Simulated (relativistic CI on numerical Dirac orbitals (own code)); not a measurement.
# Slater and spin-orbit integrals, Tm27+

Method of calculation: Dirac-Coulomb-Breit CI, orbitals from a KLI potential per configuration, model QED (radiative potential, 1s self-energy scaled to tabulated hydrogen-like ionisation energies), unscaled Slater integrals (own radial code, finite nucleus).

Slater integrals F^k, G^k are unscaled and averaged over j, outside the closed core [Ar] 3d10; ζ comes from projecting the Hamiltonian with its Breit term on Σ l·s of the shell.

- 4s²4p⁶4d⁶: F^2(4d,4d) = 206230, F^4(4d,4d) = 140170, ζ(4d) = 37266 cm⁻¹; <r>(4d) = 0.4887, <r^2>(4d) = 0.273 (bohr units).
- 4s²4p⁵4d⁷: ζ(4p) = 308640, F^2(4d,4d) = 206180, F^4(4d,4d) = 140130, F^2(4p,4d) = 208920, G^1(4p,4d) = 261160, G^3(4p,4d) = 166630, ζ(4d) = 37121 cm⁻¹; <r>(4p) = 0.48, <r^2>(4p) = 0.2606, <r>(4d) = 0.4888, <r^2>(4d) = 0.2731 (bohr units).
- 4s²4p⁶4d⁵4f: F^2(4d,4d) = 206130, F^4(4d,4d) = 140100, ζ(4d) = 37245, F^2(4d,4f) = 205750, F^4(4d,4f) = 134400, G^1(4d,4f) = 219240, G^3(4d,4f) = 149090, G^5(4d,4f) = 108940, ζ(4f) = 5684.8 cm⁻¹; <r>(4d) = 0.4891, <r^2>(4d) = 0.2733, <r>(4f) = 0.4714, <r^2>(4f) = 0.2534 (bohr units).

Give the Racah parameters of the d shell in 4s²4p⁶4d⁶.

B = F²/49 − 5F⁴/441 = 2620 cm⁻¹ and C = 35F⁴/441 = 11125 cm⁻¹.

Averages of the first 10 configurations, taken without configuration mixing, which lowers the lowest level and can move excited configurations by several eV; other configurations of the list can lie among them:

```csv
Configuration,Parity,States,Average energy above the lowest level (eV)
4s²4p⁶4d⁶,even,210,23.4
4s²4p⁵4d⁷,odd,720,200.7
4s²4p⁶4d⁵4f,odd,3528,202.7
4s²4p⁴4d⁸,even,675,380.7
4s4p⁶4d⁷,even,240,333.9
4p⁶4d⁸,even,45,648.4
4s4p⁶4d⁶4f,odd,5880,511.3
4s²4p⁶4d⁵5s,even,504,339.7
4s4p⁵4d⁸,odd,540,509.7
4s²4p⁶4d⁵5d,even,2520,465.6
```
